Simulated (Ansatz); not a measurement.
A trace of molecular dynamics of Cl3HSi (5 atoms, charge 0, multiplicity 1).

Computed with Ansatz, RKS PBE0/STO-3G.

```yaml
ensemble: NVE (velocity Verlet)
starting_velocities_drawn_for: 300 K
seed: 17234
```

```csv
time (fs),T (K),potential energy less start (eV),conserved less start (meV/atom)
0,300,0.000,0.00
6,205,0.037,0.03
12,88,0.083,0.06
18,117,0.071,0.04
24,187,0.044,0.02
30,158,0.055,0.02
36,63,0.092,0.05
42,53,0.096,0.05
48,158,0.055,0.02
54,216,0.033,0.01
60,152,0.058,0.04
66,121,0.070,0.05
72,208,0.036,0.03
78,253,0.018,0.01
84,152,0.058,0.03
90,57,0.095,0.06
96,117,0.071,0.04
102,200,0.039,0.01
108,142,0.061,0.03
114,52,0.096,0.05
120,104,0.076,0.04
126,230,0.027,0.02
132,246,0.021,0.01
138,142,0.062,0.04
144,93,0.080,0.06
150,182,0.046,0.03
156,231,0.027,0.01
162,121,0.070,0.04
```

Problem. Can this run be trusted? Judge the integration.

Solution. The conserved energy stayed within 0.059 meV per atom of its start (net change 0.057 meV per atom), so the integration is sound. Over the second half the temperature averaged 0.48 of the 300 K drawn at the start: a run that starts near a minimum puts about half its kinetic energy into the potential. A run of 0.17 ps of so small a system gives no equilibrium averages. Limits of this set-up: minimal basis. The time step was 1 fs.

The run took 3 min on 1 thread of Arm Neoverse V2, on a shared host, peak memory 0.095 GiB.
